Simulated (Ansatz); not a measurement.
A relaxation, step by step

AlAsH₆O₂, singlet, PBE0-D4/def2-TZVP (Ansatz 0.2.0). Settings:

```yaml
hamiltonian: {xc: pbe0, dispersion: d4}
relax: {f_tol: 0.005, max_steps: 200}
```

Start, a step off a saddle point along its unstable mode:

| atom | x (Å) | y (Å) | z (Å) |
| --- | --- | --- | --- |
| Al1 | -0.7559 | 0.0794 | -0.4252 |
| H2 | -0.0482 | -0.8110 | -1.5268 |
| O3 | -0.7122 | 1.7805 | -0.6922 |
| O4 | -1.9631 | -0.8369 | 0.3581 |
| H5 | 1.2062 | -0.8398 | -0.6541 |
| As6 | 1.4631 | -0.2526 | 0.7578 |
| H7 | -1.2109 | 2.1374 | -1.4337 |
| H8 | -2.5401 | -0.5457 | 1.0564 |
| H9 | 2.6876 | 0.6478 | 0.8399 |
| H10 | 1.8735 | -1.3591 | 1.7195 |

| step | energy less the last (meV) | largest force component (eV/Å) |
| --- | --- | --- |
| 1 | 1123.5 | 1.198 |
| 4 | 310.7 | 0.486 |
| 7 | 65.1 | 0.162 |
| 10 | 25.2 | 0.064 |
| 13 | 23.9 | 0.013 |
| 16 (rejected trial) | 23.8 | 0.093 |
| 19 | 22.5 | 0.150 |
| 22 (rejected trial) | 19.9 | 0.206 |
| 25 | 14.7 | 0.062 |
| 28 | 10.4 | 0.095 |
| 31 | 3.5 | 0.028 |
| 34 (rejected trial) | 1.5 | 0.052 |
| 37 | 0.3 | 0.044 |
| 40 | 0.0 | 0.008 |
| 42 | 0.0 | 0.003 |

Step 4, positions (Å) and forces (eV/Å):

```csv
atom,x,y,z,Fx,Fy,Fz
Al1,-0.921,0.032,-0.577,-0.064,0.037,0.098
H2,-0.300,-0.831,-1.749,-0.149,0.028,-0.092
O3,-0.822,1.743,-0.622,-0.269,0.097,-0.313
O4,-2.012,-0.827,0.403,-0.067,-0.037,0.020
H5,1.763,-0.948,-0.533,0.345,0.108,0.486
As6,1.432,-0.231,0.782,-0.063,-0.214,-0.474
H7,-1.143,2.209,-1.400,0.166,-0.046,0.254
H8,-2.530,-0.464,1.117,0.033,0.059,-0.007
H9,2.659,0.643,0.861,0.006,-0.019,0.014
H10,1.874,-1.328,1.718,0.064,-0.013,0.015
```

Step 25, positions (Å) and forces (eV/Å):

```tsv
atom	x	y	z	Fx	Fy	Fz
Al1	-1.024	-0.027	-0.650	0.002	-0.007	0.046
H2	-0.858	-0.895	-1.965	-0.004	0.013	-0.004
O3	-0.948	1.686	-0.693	0.004	-0.008	-0.031
O4	-1.870	-0.718	0.665	0.000	-0.015	0.000
H5	2.692	-0.701	-0.374	-0.050	0.015	0.059
As6	1.448	-0.436	0.449	0.050	0.002	0.012
H7	-0.838	2.167	-1.511	0.002	-0.001	0.005
H8	-2.282	-0.178	1.336	0.005	0.014	-0.009
H9	2.037	0.664	1.304	-0.020	-0.062	-0.027
H10	1.643	-1.563	1.439	0.011	0.048	-0.052
```

Step 40, positions (Å) and forces (eV/Å):

```
atom       x       y       z      Fx      Fy      Fz
 Al1  -1.036  -0.048  -0.629   0.001  -0.001   0.008
  H2  -0.982  -1.048  -1.856  -0.001   0.001  -0.003
  O3  -0.893   1.646  -0.855   0.001  -0.002  -0.005
  O4  -1.837  -0.559   0.795  -0.001   0.001   0.000
  H5   2.739  -0.173  -0.263   0.002   0.000   0.000
 As6   1.430  -0.453   0.438  -0.005   0.001  -0.001
  H7  -0.783   2.031  -1.722  -0.001   0.001   0.001
  H8  -2.182   0.077   1.419   0.000   0.000  -0.001
  H9   1.732   0.334   1.689   0.001   0.000   0.001
 H10   1.812  -1.807   0.984   0.001  -0.001   0.000
```

Last step (42):

| atom | x (Å) | y (Å) | z (Å) |
| --- | --- | --- | --- |
| Al1 | -1.0363 | -0.0486 | -0.6273 |
| H2 | -0.9842 | -1.0494 | -1.8537 |
| O3 | -0.8914 | 1.6445 | -0.8589 |
| O4 | -1.8361 | -0.5564 | 0.7977 |
| H5 | 2.7390 | -0.1638 | -0.2597 |
| As6 | 1.4301 | -0.4526 | 0.4380 |
| H7 | -0.7835 | 2.0285 | -1.7267 |
| H8 | -2.1818 | 0.0816 | 1.4199 |
| H9 | 1.7288 | 0.3258 | 1.6955 |
| H10 | 1.8154 | -1.8097 | 0.9749 |

The run took about 73 s on 8 CPU threads of an Arm Neoverse V1 (shared host).
